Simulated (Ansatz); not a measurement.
Coupled-cluster run, `F[SiH](F)Br`.

```yaml
crystal:
  periodic: [false, false, false]
  atoms:
    - {symbol: F, position_ang: [-0.224913, -0.396298, 1.531852]}
    - {symbol: Si, position_ang: [0.124239, 0.002515, 0.045773]}
    - {symbol: F, position_ang: [0.210226, 1.576691, -0.017216]}
    - {symbol: Br, position_ang: [-1.476803, -0.678938, -1.271908]}
    - {symbol: H, position_ang: [1.417151, -0.577670, -0.330001]}
basis:
  gaussian: {orbitals: def2-TZVPP}
correlation: {method: ccsd_t}
output: {orbitals: {seedname: orbitals}}
```

```sh
$ ansatz run in.yaml --threads 2 --pin off --events-out ev --progress --plain
```

The program prints (abridged):

```
Functional definition: HF
1062 factors; integrals over basis functions are off by at most 1.0e-3 eV
mean field evaluation 1: about -83294.3889 eV, gradient 3.6e1 eV
mean field evaluation 2: about -83294.5697 eV, gradient 3.7e1 eV
mean field evaluation 4: about -83296.9022 eV, gradient 2.0e0 eV
mean field evaluation 8: about -83296.9370 eV, gradient 1.7e-1 eV
mean field -83296.93711273 eV, -3061.1059782008 hartree, gradient 5.7e-6 eV, S^2 0.000000; 0 other end points of the search recorded, 0 dependent functions left out
16 core orbitals not correlated: weight in the atoms' cores, before any rotation towards them, 1.000 or more for the frozen orbitals, at most 0.000 for the correlated occupied ones
reference -83296.93711273 eV, -3061.1059782008 hartree; 18, 18 occupied and 132, 132 virtual orbitals, 1062 factors
second order -24.14572106 eV of doubles, -0.00000000 eV of singles
cycle   1  -23.91028784 eV  change    2.4e-1 eV  update   9.4e-2
cycle   2  -24.38504810 eV  change   -4.7e-1 eV  update   2.6e-2
cycle   3  -24.48485679 eV  change   -1.0e-1 eV  update   1.3e-2
cycle   4  -24.46811979 eV  change    1.7e-2 eV  update   2.7e-3
cycle   5  -24.46673989 eV  change    1.4e-3 eV  update   1.1e-3
cycle   6  -24.46749068 eV  change   -7.5e-4 eV  update   3.0e-4
cycle   7  -24.46726997 eV  change    2.2e-4 eV  update   9.9e-5
cycle   8  -24.46722173 eV  change    4.8e-5 eV  update   2.3e-5
cycle   9  -24.46723036 eV  change   -8.6e-6 eV  update   9.0e-6
perturbative correction -0.74542440 eV, -0.0273938415 hartree
Total energy: -83322.14976748 eV, -3062.0325261734 hartree
```

It took 40 s on 2 threads of a server CPU on a shared host, with 1 GiB of host memory at the peak.

The correlation energy is -25.213 eV, 3.0 % of it from (T); the T1 diagnostic reads 0.0098.
